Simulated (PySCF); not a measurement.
C9H7 (doublet state).
Atom-mapped SMILES: `[CH3:1][C:2]#[C:3][c:4]1[cH:5][c:6][cH:7][cH:8][cH:9]1` (hydrogens: H10, H11, H12 on C1; H13 on C5; H14 on C7; H15 on C8; H16 on C9)

The calculation used PBE0-D3(BJ)/def2-SVP geometry optimisation, gas phase in PySCF 2.14.0.

Give the optimised bond lengths and angles.

```tsv
bond	length (Å)
C1–C2	1.452
C2≡C3	1.215
C3–C4	1.428
C4–C5	1.414
C5–C6	1.372
C6–C7	1.377
C7–C8	1.402
C8–C9	1.392
C4–C9	1.408
C1–H10, C1–H11, C1–H12	1.101
C5–H13	1.092
C7–H14	1.093
C8–H15	1.093
C9–H16	1.091
```

Bonds in one row agree within 0.01 Å and their mean is given. A selection of angles:
```tsv
angle	degrees
C1–C2–C3	179.8
C2–C3–C4	179.5
C3–C4–C5	120.3
C3–C4–C9	120.8
C5–C4–C9	118.8
C4–C5–C6	117.1
C5–C6–C7	126.2
C6–C7–C8	116.2
C7–C8–C9	120.6
C4–C9–C8	121.1
```

C5 (carbon bonded to 2 C and H) is planar (angles 122.9°, 120.0° and 117.1°, sum 360.0°, 0.00 Å off the plane of its three neighbours). The C–C distances run from 1.215 Å (C2≡C3, drawn triple) to 1.452 Å (C1–C2, drawn single), a spread of 0.237 Å. C6 (carbon bonded to 2 C) is bent (angle 126.2°). C4 (carbon bonded to 3 C) is planar (angles 120.8°, 120.3° and 118.8°, sum 360.0°, 0.00 Å off the plane of its three neighbours). The 6-membered ring C4–C5–C6–C7–C8–C9 has internal angles of 116.2° to 126.2° (sum 720°, against 720° for a flat polygon); it is planar, 0.00 Å rms from its mean plane, widest ring torsion 0°. C9 (carbon bonded to 2 C and H) is planar (angles 121.1°, 120.1° and 118.8°, sum 360.0°, 0.00 Å off the plane of its three neighbours). C8 (carbon bonded to 2 C and H) is planar (angles 120.6°, 119.7° and 119.7°, sum 360.0°, 0.00 Å off the plane of its three neighbours).

Not checked by PBE0-D3(BJ)/def2-SVP frequencies. ⟨S²⟩ = 0.762 (exact for a doublet: 0.75).

Hardware: Arm Neoverse V1, one thread, shared host. Cost: 2.3 min wall. These figures are those of the optimisation.
